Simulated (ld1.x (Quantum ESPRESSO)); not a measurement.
**Cd: one change to a TM potential, before and after**

```
Element                 : Cd (Z = 48)
Generator               : ld1.x (Quantum ESPRESSO) 7.5
Type                    : norm-conserving Troullier–Martins (Kleinman–Bylander form)
Functional              : PW91
Relativity              : scalar-relativistic
Frozen core             : [Kr]
Valence charge          : 12
Reference configuration : 4d10 5s1.5 5p0 (charge +0.5)
Partial waves           : 5s (bound): rc 2.35 bohr; 5p (bound, empty): rc 2.65 bohr; 4d (bound): rc 1.90 bohr
Local potential         : all-electron potential smoothed inside 1.50 bohr (lloc = -1)
Core correction         : Bessel-smoothed model core, default radius (core density twice the valence density)
```

Change: core [Ar] 3d10, valence charge 20; reference 4s2 4p6 4d10 5s0.5 5p0; waves now 4p (bound): rc 1.25 bohr; 4d (bound): rc 1.30 bohr; 4s (bound): rc 0.90 bohr; local potential the s channel; core correction a·sin(br)/r model core inside 0.55 bohr (5s counted twice).

Cutoffs: the cutoffs (Ry, on a coarse ladder) from which the occupation-weighted sum of valence levels, in a spherical-Bessel basis at the reference potential, stays within 10 and 1 mRy of its value at 400 Ry; they do not see the model core or the augmentation charge, which bear on the density cutoff. Errors are all-electron minus pseudo energies relative to the spin-unpolarised reference configuration.

Problem. What does the change do?

Solution. The potential gets harder (60 Ry and 90 Ry → 160 Ry and 300 Ry); the bound ghost in p, s disappears; the number of tests that count goes from 6 to 7. The added semicore shells are compact, so their waves need more plane waves. In the changed file ld1.x takes every shell without a wave as core, so the model core holds the 5s electrons as well and exchange and correlation see them twice. This cancels in the reference configuration, but the file is broken for other ones, and its errors say nothing about a proper core correction. Several settings change at once here, so the effects cannot be laid on one of them.

```tsv
quantity	base	changed
cutoff, loose	60 Ry	160 Ry
cutoff, tight	90 Ry	300 Ry
bound ghosts	s, p	none
largest miss of a reference level, eV	0.00	0.14
tests counted (converged, no solver errors)	6 of 7	7 of 7
```

Base: Tests not counted: 4d10 5s0 5p2 (solver errors, printed error -1072 eV). These tests converged, but a pseudo level misses the all-electron one widely, so the file describes the atom poorly there or has found another state: 4d10 5s0 5p0: empty 5p by 3.8 eV. A true bound ghost makes a file unfit for plane-wave use even where its test errors are small: the radial tests pick states by their node count and pass the ghost by. Where a test does run into it, the solver fails or the error is huge.
